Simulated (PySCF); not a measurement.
Vertical excitation energies

Compound: C4H6P2Si.
Cartesian coordinates in Å at the GFN2-xTB level; atoms count from 1:
```xyz
13
C4H6P2Si angstrom
Si     2.334    0.231    0.008
C      0.438    0.217    0.007
C     -0.211   -1.008   -0.033
C     -1.569   -1.256   -0.043
P     -2.873   -0.112   -0.008
C     -2.038    1.399    0.041
P     -0.351    1.775    0.056
H      2.808   -0.418   -1.218
H      2.807   -0.538    1.163
H      2.789    1.618    0.076
H      0.431   -1.885   -0.061
H     -1.881   -2.294   -0.075
H     -2.687    2.272    0.069
```

Method: TDDFT CAM-B3LYP/def2-SVPD, vertical, gas phase, core orbitals frozen in the response in PySCF.

```csv
state,E (eV),λ (nm),f,symmetry,"main configurations (H = HOMO, L = LUMO)"
S1,4.15,298.4,0.017,A″,H-1→L (98%)
S2,4.26,291.2,0.012,A′,"H→L+1 (55%), H-2→L (37%)"
S3,4.38,282.8,0.0007,–,H-1→L+1 (98%)
S4,4.65,266.4,0.114,A′,"H→L (82%), H-2→L+1 (9%)"
S5,4.91,252.4,0.0009,–,H-3→L (96%)
S6,5.17,239.7,0.0053,A″,H-3→L+1 (97%)
S7,5.53,224.4,0.290,A′,"H-2→L (48%), H→L+1 (27%), H-2→L+1 (17%)"
S8,5.61,221.0,0.344,A′,"H-2→L+1 (68%), H-2→L (10%)"
```

Triplets, Tamm–Dancoff:

```json
{"state": "T1", "E (eV)": "2.88", "λ (nm)": "430.9", "main configurations (H = HOMO, L = LUMO)": "H→L (81%), H-2→L+1 (12%)"}
{"state": "T2", "E (eV)": "3.47", "λ (nm)": "357.1", "main configurations (H = HOMO, L = LUMO)": "H-1→L (86%)"}
{"state": "T3", "E (eV)": "3.60", "λ (nm)": "344.0", "main configurations (H = HOMO, L = LUMO)": "H→L+1 (79%), H-2→L (14%)"}
```

The lowest singlet comes at 298 nm (401 kJ/mol) in the ultraviolet; it is weak; its leading configuration is HOMO-1→LUMO (98%). The strongest level in the table is S8 at 5.61 eV (221 nm, f = 0.344). It is the last of those listed, so stronger ones may follow. Löwdin shares by element: HOMO carbon 42% or more, phosphorus 35% (atoms not listed hold the other 23%); LUMO phosphorus 43%, carbon 33% or more (atoms not listed hold the other 24%). Of the 8 states listed, 5 reach f = 0.01 and none stays under 0.0005. The listed states span 1.46 eV, and the widest gap between neighbours is 0.35 eV (S6 to S7). Weighted by f, the mean energy of these states is 5.38 eV. Symmetry labels in Cs follow from the direction of the transition dipole and are given only for states with f of 0.002 or more. The window holds the lowest 8 singlets.

The run took about 80 s of CPU time (one thread, shared machine).
